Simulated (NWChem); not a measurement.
Program: NWChem. System: GeS, charge 0, spin multiplicity 1, displaced from the optimised geometry. The structure started from a generated list of species. Level: MP2/def2-SVP, 14 core orbitals frozen, spin-restricted.

Input file:

```
start mol
memory heap 200 mb stack 900 mb global 1100 mb
geometry units angstroms nocenter noautoz noautosym
  Ge     0.000000     0.000000     2.690719
  S      0.000000     0.000000    -1.345359
end
basis spherical
  * library def2-svp
end
scf
  rhf
  nopen 0
  maxiter 100
  thresh 1e-7
  semidirect memsize 60000000 filesize 0
end
mp2
  freeze core 14
end
task mp2 energy
```

Output (cleaned and shortened):

```
             Northwest Computational Chemistry Package (NWChem) 7.3.0
             --------------------------------------------------------

                                NWChem Input Module
                                -------------------

 Scaling coordinates for geometry "geometry" by  1.889725989
 (inverse scale =  0.529177249)

                             Geometry "geometry" -> ""
                             -------------------------

 Output coordinates in angstroms (scale by  1.889725989 to convert to a.u.)

  No.       Tag          Charge          X              Y              Z
 ---- ---------------- ---------- -------------- -------------- --------------
    1 Ge                  32.0000     0.00000000     0.00000000     2.69071900
    2 S                   16.0000     0.00000000     0.00000000    -1.34535900

 Effective nuclear repulsion energy (a.u.)      67.1292159091

            Nuclear Dipole moment (a.u.)
            ----------------------------
        X                 Y               Z
 ---------------- ---------------- ----------------
     0.0000000000     0.0000000000   122.0333340522


 Summary of "ao basis" -> "" (spherical)
 ------------------------------------------------------------------------------
       Tag                 Description            Shells   Functions and Types
 ---------------- ------------------------------  ------  ---------------------
 *                          def2-svp                  on all atoms

 Summary of "ao basis" -> "ao basis" (spherical)
 ------------------------------------------------------------------------------
       Tag                 Description            Shells   Functions and Types
 ---------------- ------------------------------  ------  ---------------------
 Ge                         def2-svp                12       32   5s4p3d
 S                          def2-svp                 8       18   4s3p1d

                                 NWChem SCF Module
                                 -----------------

  ao basis        = "ao basis"
  functions       =    50
  atoms           =     2
[...]
     1   1 0 0      0.000000      0.000000      0.000000
     1   0 1 0      0.000000      0.000000      0.000000
     1   0 0 1      1.130236      0.000000    122.033334

     2   2 0 0    -22.031235      0.000000      0.000000
     2   1 1 0     -0.000000      0.000000      0.000000
     2   1 0 1     -0.000000      0.000000      0.000000
     2   0 2 0    -22.031235      0.000000      0.000000
     2   0 1 1     -0.000000      0.000000      0.000000
     2   0 0 2    -21.733450      0.000000    930.758106

                   NWChem MP2 Semi-direct Energy/Gradient Module
                   ---------------------------------------------

  Basis functions       =     50
  Molecular orbitals    =     50
  Frozen core           =     14
  Frozen virtuals       =      0
  Active alpha occupied =     10
  Active beta occupied  =     10
  Active alpha virtual  =     26
  Active beta virtual   =     26
  Use MO symmetry       = F
  Use skeleton AO sym   = F

  AO/Fock/Back tols     =   1.0D-09  1.0D-09  1.0D-09

 GA uses MA = F    GA memory limited = T

 Available:
  local mem=  1.26D+08
 global mem=  1.44D+08
 local disk=  0.00D+00
  mp2_memr nvloc                    26
  nvloc new                    26
   1 passes of  10:        3145728                      11730                    995306.
   1 passes of  10: M    126153114           G      144174200           F     123007386.

 Semi-direct pass number   1 of   1  for RHF alpha+beta  at        0.3s
  vrange nnbf                  1121
  mp2_eaftype                    10  avail_ma_in_mb                  1099
 EAF : mp2_eaftype filesize          10     497653.
  mp2_eaf for mointskh                     10
Node 0 wrote      2.3 Mb in      0.0 s     Agg I/O rate:  1296.7 Mb/s
 Done moints_semi at        0.7s
  mp2_eaftype                    10  avail_ma_in_mb                  1089
 EAF : mp2_eaftype filesize          10     497653.
  mp2_eaf for kh                    10
 Done maket at        0.7s
 Done multipass loop at        0.7s

          -------------------------------------------
          SCF energy               -2472.294630667202
          Correlation energy          -0.280265680156
          Singlet pairs               -0.172244591717
          Triplet pairs               -0.108021088440
          Total MP2 energy         -2472.574896347358
          -------------------------------------------

          ---------------------------------------------------
                    Spin Component Scaled (SCS) MP2
          Same spin pairs                     -0.072014058960
          Same spin scaling factor             0.333333333333
          Opposite spin pairs                 -0.208251621196
          Opposite spin scaling fact.          1.200000000000
          SCS-MP2 correlation energy          -0.273906631756
          Total SCS-MP2 energy             -2472.568537298958
          ---------------------------------------------------

 -----------------------
 Performance information
 -----------------------

 Timer overhead =  9.66D-08 seconds/call

               Nr. of calls         CPU time (s)                 Wall time (s)                GFlops
             ---------------    -------------------     ------------------------------   -------------------
Name         Min   Avg   Max    Min     Avg     Max     Min     Avg     Max   Mx/calls   Min     Max     Sum
mp2: moin     1     1     1   0.42    0.42    0.42     0.42    0.42    0.42    0.42      0.0     0.0     0.0
mp2: make     1     1     1   9.48E-3 9.48E-3 9.48E-3  9.48E-3 9.48E-3 9.48E-3 9.48E-3   0.0     0.0     0.0
mp2: tota     1     1     1   0.44    0.44    0.44     0.44    0.44    0.44    0.44      0.0     0.0     0.0

 The average no. of pstat calls per process was 3.00D+00
 with a timing overhead of 2.90D-07s

 Task  times  cpu:        0.7s     wall:        0.7s

 Total times  cpu:        0.7s     wall:        0.7s
```
